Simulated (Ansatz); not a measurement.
Reaction (atomization): `CO[SiH]OC`• → 2 C• + 7 H• + 2 O• + Si•

Gas-phase electronic energies from Ansatz, PBE0-D4/def2-TZVP geometries. CCSD(T)/CBS is the MP2 limit (def2-TZVPP, def2-QZVPP) plus CCSD(T) − MP2 in def2-TZVPP, frozen cores. This one scheme is used for every species, atoms too. DFT in def2-TZVPP. B3LYP here is the variant with VWN-RPA as its local correlation; programs differ in this. No spin–orbit coupling; open shells (•) take unrestricted orbitals. Spin–orbit coupling would lower the free atoms: a little for C, O, Si. Each species was taken in one conformer, which may not be the lowest.

`CO[SiH]OC`•:

Z-matrix (Å, degrees):
```
C
O 1 1.408
H 1 1.094 2 111.0
H 1 1.096 2 111.8 3 -121.5
H 1 1.092 2 108.3 3 119.0
Si 2 1.645 1 124.2 3 83.5
O 6 1.629 2 107.5 1 165.1
H 6 1.508 2 107.2 1 45.1
C 7 1.414 6 125.7 2 -42.0
H 9 1.095 7 110.9 6 -67.7
H 9 1.091 7 108.1 6 173.3
H 9 1.093 7 111.2 6 53.6
```

| species | B3LYP-D4 energy (Eh) |
| --- | --- |
| `CO[SiH]OC`• | -520.52376 |
| C• | -37.85948 |
| H• | -0.50215 |
| O• | -75.09627 |
| Si• | -289.39209 |

Problem. Work out ΔE.

Solution. ΔE = 7 × (-0.50215) + 2 × (-37.85948) + 2 × (-75.09627) + (-289.39209) − (-520.52376) = 1.70512 Eh = +4476.8 kJ/mol. CCSD(T)/CBS gives +4476.2 kJ/mol.

Largest T1 diagnostic among the species: 0.014.

From PBE to PBE0 (25 % exact exchange), in def2-TZVPP and without D4, ΔE moves by −82.3 kJ/mol: exact exchange takes away binding that semilocal exchange gives to molecules. The D4 term adds +35.7 kJ/mol with B3LYP and +18.7 kJ/mol with PBE0; it sums over pairs of atoms, weighted by their polarisabilities, and B3LYP, whose exchange is more repulsive, gets the larger term.

For atomizations the MP2-based limit and the directly extrapolated one differ by several kJ/mol either way, and by 10 to 25 for some Ge, Se and Sn compounds, so smaller differences from it don't rank the levels.
